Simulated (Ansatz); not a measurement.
Program: Ansatz. Geometries: PBE0-D4/def2-TZVP. ΔE: electronic, gas phase. CCSD(T)/CBS is the MP2 limit (def2-TZVPP, def2-QZVPP) plus CCSD(T) − MP2 in def2-TZVPP, frozen cores. This one scheme is used for every species. Functionals use def2-TZVPP. B3LYP here is the variant with VWN-RPA as its local correlation; programs differ in this. Each species was taken in one conformer, which may not be the lowest.

Consider the cleavage of the Si–B bond: `NB(F)[SiH2]Cl` + `N[SiH2][SiH3]` → `[SiH3][SiH2]N[SiH2]Cl` + `NBF`.

`NB(F)[SiH2]Cl`:

Z-matrix (Å, degrees):
```
Si
Cl 1 2.077
B 1 2.028 2 107.6
H 1 1.485 2 107.2 3 -122.0
H 1 1.485 2 107.1 3 122.0
F 3 1.342 1 119.7 2 -179.7
N 3 1.386 1 121.0 2 0.4
H 7 1.006 3 121.9 1 -0.0
H 7 1.008 3 123.1 1 179.9
```

`N[SiH2][SiH3]`:

```xyz
10

N    -0.244   -1.241   -1.266
Si   -0.366    0.384   -0.702
Si    0.386    0.466    1.513
H     0.623   -1.742   -1.153
H    -0.696   -1.504   -2.127
H    -1.799    0.778   -0.786
H     0.399    1.402   -1.490
H     1.760   -0.106    1.607
H    -0.502   -0.311    2.418
H     0.439    1.876    1.988
```

`[SiH3][SiH2]N[SiH2]Cl`:

Z-matrix (Å, degrees):
```
Si
Si 1 2.343
H 1 1.487 2 111.4
H 1 1.487 2 111.6 3 122.3
H 1 1.489 2 107.0 3 -118.8
N 2 1.740 1 110.9 3 -58.5
H 2 1.490 1 109.7 3 -179.6
H 2 1.491 1 108.7 3 64.1
Si 6 1.706 2 127.6 1 14.6
H 6 1.012 2 115.5 1 -179.4
Cl 9 2.064 6 113.5 2 81.0
H 9 1.479 6 108.5 2 -36.6
H 9 1.479 6 109.7 2 -160.3
```

`NBF`:

Z-matrix (Å, degrees):
```
N
B 1 1.389
H 1 1.006 2 122.9
H 1 1.004 2 122.4 3 -180.0
F 2 1.337 1 119.2 3 0.0
H 2 1.196 1 121.8 3 -180.0
```

| level | ΔE (eV) |
| --- | --- |
| B3LYP-D4 | -0.94 |
| PBE | -0.73 |
| PBE0 | -0.80 |
| MP2/def2-TZVPP | -1.04 |

(1) What does CCSD(T)/CBS give? (An estimate is asked.)

Largest T1 diagnostic among the species: 0.012.

## Answers

(1) Ansatz gave: -0.96 eV. The listed levels differ from it by 0.02, 0.23, 0.16, -0.08 eV.

From PBE to PBE0 (25 % exact exchange), in def2-TZVPP and without D4, ΔE moves by −0.07 eV. The D4 term adds −0.09 eV with B3LYP and −0.05 eV with PBE0; it sums over pairs of atoms, weighted by their polarisabilities, and B3LYP, whose exchange is more repulsive, gets the larger term.
